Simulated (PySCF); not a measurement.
Polarisability and C₆ of Mn²⁺ (manganese, charge +2)

[Ar] 3d5, high-spin 6S determinant. Calculation: PySCF 2.14, in aug-cc-pVTZ-DK (8s7p5d3f2g, 93 functions); the spin-free X2C one-electron Hamiltonian (Gaussian nucleus). Coupled (time-dependent) response in atomic units; α is the mean over directions.

```tsv
method	mean α (bohr³)	C₆ (like pair)	S(−4)
UHF	3.284	9.591	4.982
PBE	4.230	12.57	11.06
PBE0	3.885	11.48	8.467
```

S(−4) is the Cauchy moment in α(ω) = α(0) + S(−4) ω² + …

α(iu) at PBE0:

```json
{"u (hartree)": "0", "α(iu) (bohr³)": "3.885"}
{"u (hartree)": "0.0500", "α(iu) (bohr³)": "3.864"}
{"u (hartree)": "0.100", "α(iu) (bohr³)": "3.804"}
{"u (hartree)": "0.200", "α(iu) (bohr³)": "3.593"}
{"u (hartree)": "0.300", "α(iu) (bohr³)": "3.323"}
{"u (hartree)": "0.500", "α(iu) (bohr³)": "2.792"}
{"u (hartree)": "0.750", "α(iu) (bohr³)": "2.275"}
{"u (hartree)": "1.00", "α(iu) (bohr³)": "1.895"}
{"u (hartree)": "1.50", "α(iu) (bohr³)": "1.379"}
{"u (hartree)": "2.00", "α(iu) (bohr³)": "1.047"}
{"u (hartree)": "3.00", "α(iu) (bohr³)": "0.6578"}
{"u (hartree)": "5.00", "α(iu) (bohr³)": "0.3245"}
```

A single London oscillator, α(iu) = α/(1 + u²/ω²), gives C₆ = (3/4) ω α². Matching the computed C₆ needs ω = 4 × 11.48 / (3 × 3.885²) = 1.01 hartree.

For an ion, C₆ is the dispersion term alone; charge-induced terms of lower order in 1/R come first.
